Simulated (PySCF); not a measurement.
Compound: 5,5-difluoro-1,3-dioxane, C4H6F2O2.
Bonds: F1–C2, C2–F3, C2–C4, C4–O5, O5–C6, C6–O7, O7–C8, C2–C8. Hydrogens: H9, H10 on C4; H11, H12 on C6; H13, H14 on C8.

Structure optimised with GFN2-xTB, isolated species.

Give the optimised bond lengths and angles.

```
          bond  length (Å)   order
         F1–C2       1.357  single
         C2–F3       1.366  single
  C2–C4, C2–C8       1.534  single
  C4–O5, O7–C8       1.406  single
  O5–C6, C6–O7       1.397  single
 C4–H9, C8–H13       1.091  single
C4–H10, C8–H14       1.102  single
        C6–H11       1.110  single
        C6–H12       1.091  single
```

Bonds in one row agree within 0.01 Å and their mean is given. Orders are formal, as drawn. A selection of angles:
```
     angle  degrees
  F1–C2–F3    105.0
  F1–C2–C4    111.0
  F3–C2–C4    109.2
  C4–C2–C8    111.2
  C2–C4–O5    111.4
  C2–C4–H9    110.1
 C2–C4–H10    107.4
  O5–C4–H9    107.0
 O5–C4–H10    111.1
 H9–C4–H10    109.8
  C4–O5–C6    112.1
  O5–C6–O7    112.6
 O5–C6–H11    110.0
 O5–C6–H12    106.7
H11–C6–H12    110.7
```

Dihedral angles: F1–C2–C4–O5 79° (synclinal); C2–C4–O5–C6 53° (synclinal); C4–O5–C6–O7 -62° (synclinal); O5–C6–O7–C8 62° (synclinal); C6–O7–C8–C2 -53° (synclinal); F1–C2–C8–O7 -80° (synclinal).

Of the pairs four or more bonds apart, H10···H11 is among the closest relative to their van der Waals radii: 2.46 Å, 102 % of the sum of Bondi's values. The 6-membered ring C2–C4–O5–C6–O7–C8 has internal angles of 111.2° to 112.6° (sum 671°, against 720° for a flat polygon); it is puckered, 0.21 Å rms from its mean plane, widest ring torsion 62°.

Point group: Cs (every atom within 0.08 Å of its image). Whether it is a minimum is left open (no frequencies). One conformer, not necessarily the lowest.

All values are computed, not measured.
